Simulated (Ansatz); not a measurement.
Consider the formal hydrolysis of the Si–Si bond: `O[SiH2][SiH](S)Cl` + H₂O → `O[SiH2]O` + `S[SiH2]Cl`.

Program: Ansatz. Geometries: PBE0-D4/def2-TZVP. ΔE: electronic, gas phase. CCSD(T)/CBS adds triple-zeta CCSD(T) − MP2 to the extrapolated MP2 energy (def2 sets, frozen cores). This one scheme is used for every species. Functionals use def2-TZVPP. One conformer a species, not always the lowest.

**Question.** Is it downhill or uphill in electronic energy at CCSD(T)/CBS, and by how much? (Best estimate.)

**Answer.** The calculation gave: Downhill: ΔE = -1.17 eV.

**Question.** What do these levels give: PBE-D4, ωB97M-V, B2PLYP, PBE, SCS-MP2/def2-TZVPP, HF/CBS(def2)? (Estimate.)

**Answer.** Ansatz gave: PBE-D4 -0.93, ωB97M-V -1.24, B2PLYP -1.29, PBE -1.02, SCS-MP2/def2-TZVPP -1.32, HF/CBS(def2) -1.52 eV.

Largest T1 diagnostic among the species: 0.012.

In def2-TZVPP, CCSD(T) changes the Hartree–Fock value by +0.29 eV (the triples alone add +0.05 eV) and MP2 by +0.24 eV. From PBE to PBE0 (25 % exact exchange), in def2-TZVPP and without D4, ΔE moves by −0.07 eV.
